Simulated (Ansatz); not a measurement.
Cost and result for the atomization energy of F3HSSi (`F[Si](F)(F)S`) (6 atoms, 5 bonds).

Charge 0, multiplicity 1. All single points use the PBE0-D4/def2-TZVP geometry. It is one conformer, not always the lowest. Program: Ansatz. All runs use 2 threads of a server CPU on a shared host. Times are those of one run each, without the atoms' runs, and a repeat can differ threefold. Electronic energies, without spin–orbit coupling; frozen cores. CCSD(T)/CBS adds CCSD(T) − MP2 in def2-TZVPP to the MP2 limit, and its time is that of the two runs behind it. T1 = 0.012. B3LYP takes the VWN-RPA correlation (the form of Gaussian; ORCA's B3LYP/G).

CCSD(T)/CBS is a level of theory with its own doubt, some kJ/mol a heavy atom from the limit and from the frozen cores, so smaller differences don't rank the functionals.

```json
{"level": "BLYP-D4/def2-TZVPP", "functions": "191", "wall time": "2.3 s", "atomization (kJ/mol)": "2444.9", "difference from CCSD(T)/CBS": "-42.7", "per bond": "-8.5"}
{"level": "revPBE-D4/def2-TZVPP", "functions": "191", "wall time": "2.9 s", "atomization (kJ/mol)": "2415.1", "difference from CCSD(T)/CBS": "-72.5", "per bond": "-14.5"}
{"level": "CCSD(T)/def2-SVP", "functions": "83", "wall time": "3.4 s", "atomization (kJ/mol)": "2222.4", "difference from CCSD(T)/CBS": "-265.2", "per bond": "-53.0"}
{"level": "PBE0-D4/def2-TZVPP", "functions": "191", "wall time": "3.7 s", "atomization (kJ/mol)": "2429.4", "difference from CCSD(T)/CBS": "-58.2", "per bond": "-11.6"}
{"level": "BHLYP-D4/def2-TZVPP", "functions": "191", "wall time": "3.9 s", "atomization (kJ/mol)": "2345.0", "difference from CCSD(T)/CBS": "-142.6", "per bond": "-28.5"}
{"level": "CAM-B3LYP-D4/def2-TZVPP", "functions": "191", "wall time": "4.1 s", "atomization (kJ/mol)": "2464.6", "difference from CCSD(T)/CBS": "-23.0", "per bond": "-4.6"}
{"level": "r2SCAN-D4/def2-TZVPP (with forces)", "functions": "191", "wall time": "6 s", "atomization (kJ/mol)": "2477.4", "difference from CCSD(T)/CBS": "-10.2", "per bond": "-2.0"}
{"level": "B3LYP-D4/def2-TZVPP (with forces)", "functions": "191", "wall time": "6 s", "atomization (kJ/mol)": "2431.8", "difference from CCSD(T)/CBS": "-55.8", "per bond": "-11.1"}
{"level": "B97M-V/def2-TZVPP", "functions": "191", "wall time": "10 s", "atomization (kJ/mol)": "2482.6", "difference from CCSD(T)/CBS": "-5.0", "per bond": "-1.0"}
{"level": "ωB97M-V/def2-TZVPP (with forces)", "functions": "191", "wall time": "13 s", "atomization (kJ/mol)": "2476.3", "difference from CCSD(T)/CBS": "-11.3", "per bond": "-2.3"}
{"level": "MP2/def2-QZVPP", "functions": "341", "wall time": "18 s", "atomization (kJ/mol)": "2565.9", "difference from CCSD(T)/CBS": "78.3", "per bond": "15.7"}
{"level": "CCSD(T)/def2-TZVPP", "functions": "191", "wall time": "110 s", "atomization (kJ/mol)": "2401.0", "difference from CCSD(T)/CBS": "-86.6", "per bond": "-17.3"}
{"level": "CCSD(T)/CBS(def2)", "functions": "–", "wall time": "2.2 min", "atomization (kJ/mol)": "2487.6", "difference from CCSD(T)/CBS": "0.0", "per bond": "0.0"}
```

At CCSD(T), def2-SVP lies −265.2 kJ/mol from the extrapolated value and def2-TZVPP −86.6 kJ/mol: correlation converges slowly with the basis, and small sets miss more of it in the bonded molecule than in its fragments. The D4 term adds +23.3 kJ/mol with B3LYP and +11.9 kJ/mol with PBE0; it sums over pairs of atoms, weighted by their polarisabilities, and B3LYP, whose exchange is more repulsive, gets the larger term. In def2-TZVPP, CCSD(T) changes the Hartree–Fock value by +587.8 kJ/mol (the triples alone add +42.4 kJ/mol) and MP2 by +698.9 kJ/mol; breaking electron pairs costs correlation energy, which Hartree–Fock lacks.
